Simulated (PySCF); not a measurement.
Precursor series Ti F-OH. All species are isolated molecules in the gas phase. One relaxed conformer stands for each flexible species; it need not be the lowest. All members: neutral, multiplicity 1. Level: B3LYP-D3(BJ)/def2-TZVP // BP86-D3(BJ)/def2-SVP (PySCF), beside PBE-D3(BJ)/def2-TZVP // BP86-D3(BJ)/def2-SVP (PySCF) at the same geometries. B3LYP has the VWN-RPA correlation part, as in Gaussian. 

```tsv
species	HOMO–LUMO gap, PBE (eV)	HOMO–LUMO gap, B3LYP-D3(BJ) (eV)
[Ti(OH)4]	5.07	7.16
[Ti(F)(OH)3]	5.28	withheld
[Ti(F)2(OH)2]	5.33	7.45
[Ti(F)3(OH)]	5.43	7.55
[Ti(F)4]	6.33	8.68
```

Task: Fit y = a + b·x, y being the HOMO–LUMO gap at the first level, to the 4 complete rows by least squares, with x = the PBE value in eV. Give a, b and the rms residual, and predict the withheld value.

Result: Means of the 4 rows: x̄ = 5.54, ȳ = 7.71 eV. Σ(x − x̄)² = 0.9012 and Σ(x − x̄)(y − ȳ) = 1.097, so b = 1.217 and a = ȳ − b·x̄ = 0.968 eV. The rms residual is 0.018 eV. At x = 5.28 the line gives 7.39 eV. The run for [Ti(F)(OH)3] gave 7.41 eV, so the line is off by 0.02 eV, within twice the rms residual.

Codes: PySCF.
